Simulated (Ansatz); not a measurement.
A nudged elastic band was laid between two geometries of C₂H₁₀SSi₂ (15 atoms, charge 0, multiplicity 1).

Level of theory: RKS PBE/def2-SVP in Ansatz 0.2.0.

```yaml
movable_images: 7
climbing_image: yes
spring: 5.0 eV/Å²
optimiser: quadratic models (default)
start_path: IDPP
force_threshold: 0.03 eV/Å
iteration_limit: 60
end_points: relaxed
```

Image 0:

```xyz
15
Properties=species:S:1:pos:R:3
C -1.526 0.786 2.135
S 0.231 0.821 1.593
Si 0.050 0.183 -0.470
C -0.511 -1.620 -0.643
Si 2.195 0.528 -1.386
H -1.540 1.151 3.180
H -1.943 -0.240 2.114
H -2.151 1.458 1.514
H -0.953 1.069 -1.174
H -0.594 -1.898 -1.715
H 0.210 -2.305 -0.155
H -1.506 -1.772 -0.175
H 2.581 1.981 -1.324
H 3.221 -0.279 -0.635
H 2.214 0.087 -2.828
```

Image 8:

```xyz
15
Properties=species:S:1:pos:R:3
C -1.500 0.459 2.248
S 0.265 0.455 1.729
Si 0.074 0.267 -0.422
C -0.625 -1.410 -0.963
Si 2.257 0.619 -1.242
H -2.060 1.283 1.764
H -1.504 0.620 3.343
H -1.994 -0.508 2.032
H -0.843 1.357 -0.932
H -0.706 -1.455 -2.069
H 0.028 -2.237 -0.621
H -1.639 -1.571 -0.543
H 2.749 1.997 -0.891
H 3.204 -0.399 -0.661
H 2.272 0.471 -2.743
```

(1) Which bonds break or form, and what moves?

(2) What energy profile does the band end with?

(3) What is the geometry of the highest image?

(4) What are the harmonic wavenumbers there?

Results:

(1) No bond is made or broken. The dihedral H8–C1–S2–Si3 goes from -59 to 65°. The two ends are copies of one structure, up to a mirror image or an exchange of like atoms.

(2) The run converged. The highest image is number 4 of 0 to 8, 0.038 eV above the ends, which have the same energy within 2 meV. A vibrational analysis at the climbing image gives one clearly imaginary mode, 124i cm⁻¹: a first-order saddle point.

```tsv
image	path coordinate (Å)	energy (eV)	dihedral H8–C1–S2–Si3 (°)
0	0.00	0.000	-59
1	0.45	0.004	-45
2	0.91	0.017	-30
3	1.36	0.032	-14
4	1.82	0.038	3
5	2.28	0.031	20
6	2.74	0.017	36
7	3.20	0.005	51
8	3.66	0.000	65
```

(3) 
```xyz
15
Properties=species:S:1:pos:R:3
C -1.518 0.535 2.242
S 0.248 0.494 1.711
Si 0.078 0.256 -0.434
C -0.624 -1.430 -0.943
Si 2.275 0.567 -1.232
H -1.735 1.518 2.703
H -1.689 -0.264 2.989
H -2.210 0.381 1.392
H -0.821 1.336 -0.991
H -0.695 -1.500 -2.048
H 0.022 -2.252 -0.575
H -1.642 -1.577 -0.526
H 2.779 1.948 -0.910
H 3.206 -0.446 -0.619
H 2.303 0.383 -2.729
```

(4) 124i, 47, 80, 95, 134, 161, 189, 210, 390, 465, 471, 513, 645, 675, 687, 698, 771, 835, 870, 902, 905, 921, 932, 1208, 1282, 1376, 1381, 1392, 1408, 2116, 2148, 2162, 2173, 2972, 2982, 3069, 3084, 3090, 3092 cm⁻¹.

The run took 45 s on 2 threads of AMD EPYC 9R45 96-Core Processor (Zen 5), on a shared host, peak memory 0.2 GiB.
